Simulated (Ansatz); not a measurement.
Pulling on the Cd1–I3 bond in CdFI (SMILES [F][Cd][I]) (multiplicity 1 held, fragments rigid). Energies count from the point at 2.584 Å.
Geometry at that point (charge 0, multiplicity 1):
```
atom   x (Å)   y (Å)    z (Å)
----  ------  ------  -------
Cd    0.0000  0.0000  -1.0853
F     0.0000  0.0000  -3.0387
I     0.0000  0.0000   1.4989
```

R- and RO- levels are restricted; in cc, def2 and unpolarised 6-31G sets they are followed outwards from rest. Unrestricted levels (U-) break spin symmetry where that is lower. Active spaces are followed from a long bond inwards. Curves can end on different states.

Frozen-core correlation. Filled d and f shells under p-block atoms count as core.

Programs: Ansatz (Gaussian basis) for Hartree–Fock, density functionals and correlated methods.  In def2 rows elements past Kr take small-core potentials, without spin–orbit coupling.

```json
[
 {"level": "R-r2SCAN/def2-TZVPP", "energy at R = 8.269 Å (eV)": "3.939"},
 {"level": "U-r2SCAN/def2-TZVPP", "energy at R = 8.269 Å (eV)": "3.146"},
 {"level": "U-B3LYP/def2-TZVPP", "energy at R = 8.269 Å (eV)": "2.968"},
 {"level": "R-wB97X-V/def2-TZVPP", "energy at R = 8.269 Å (eV)": "5.657"},
 {"level": "U-wB97X-V/def2-TZVPP", "energy at R = 8.269 Å (eV)": "3.247"},
 {"level": "R-MP2/def2-TZVPP", "energy at R = 8.269 Å (eV)": "___"},
 {"level": "R-SCS-MP2/def2-TZVPP", "energy at R = 8.269 Å (eV)": "3.149"},
 {"level": "U-CCSD(T)/def2-TZVPP", "energy at R = 8.269 Å (eV)": "2.994"},
 {"level": "FIC-MRCISD+Q on CASSCF(6,4)/def2-TZVPP", "energy at R = 8.269 Å (eV)": "2.961"}
]
```

Question: Some entries are withheld; supply them.

Answer: 
- R-MP2/def2-TZVPP, energy at R = 8.269 Å (eV): 3.635

Doubts at one or more of the structures used: a restricted determinant that unrestricted orbitals would lower (R-r2SCAN/def2-TZVPP, R-wB97X-V/def2-TZVPP, R-MP2/def2-TZVPP, R-SCS-MP2/def2-TZVPP); a spin-contaminated determinant (U-r2SCAN/def2-TZVPP, U-B3LYP/def2-TZVPP, U-wB97X-V/def2-TZVPP, U-CCSD(T)/def2-TZVPP); active orbitals that take no part (FIC-MRCISD+Q on CASSCF(6,4)/def2-TZVPP).

Ansatz is an electronic-structure program.
